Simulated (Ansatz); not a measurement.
Molecule: CH₈N₃Si, charge 0, multiplicity 2. It need not be the lowest isomer of its formula. SMILES: [Si](N)(N)([CH2])N
Structure (B3LYP-D3(BJ)/def2-TZVP (Ansatz, a quantum-chemistry and plane-wave program) minimum search):
```xyz
13

Si     0.0083    -0.0146    -0.0043
C      1.7198    -0.5763    -0.4047
N     -0.3969    -0.8184     1.4653
N     -0.8902    -0.2378    -1.4579
N     -0.2670     1.6435     0.3715
H      2.4306    -0.8822     0.3559
H      2.1332    -0.5320    -1.4069
H     -1.2755    -0.6303     1.9229
H     -0.0984    -1.7673     1.6249
H     -1.8547     0.0515    -1.5098
H     -0.7175    -1.0385    -2.0446
H      0.0492     2.0144     1.2534
H     -0.2231     2.3349    -0.3602
```
Charge 0, spin multiplicity 2.

Atomisation energy built up term by term with Ansatz (kcal/mol; UHF references for open shells; valence terms freeze the core; atomic spin-orbit terms are left out). CBS(X,Y): correlation extrapolated as X^-3; Hartree-Fock from the larger set.

```
term                                            basis  kcal/mol
-----------------------  ----------------------------  --------
Hartree-Fock                              cc-pV(Q+d)Z    779.16
CCSD correlation         CBS(cc-pV(T+d)Z,cc-pV(Q+d)Z)    318.62
(T)                      CBS(cc-pV(T+d)Z,cc-pV(Q+d)Z)     17.85
core correlation                            cc-pwCVTZ      3.32
scalar relativity (X2C)    cc-pVTZ-DK against cc-pVTZ     -1.86
sum: De                                                  1117.1
```

(T) makes 1.6 % of the CCSD(T) atomisation energy; under 5 % is typical of single-reference molecules.
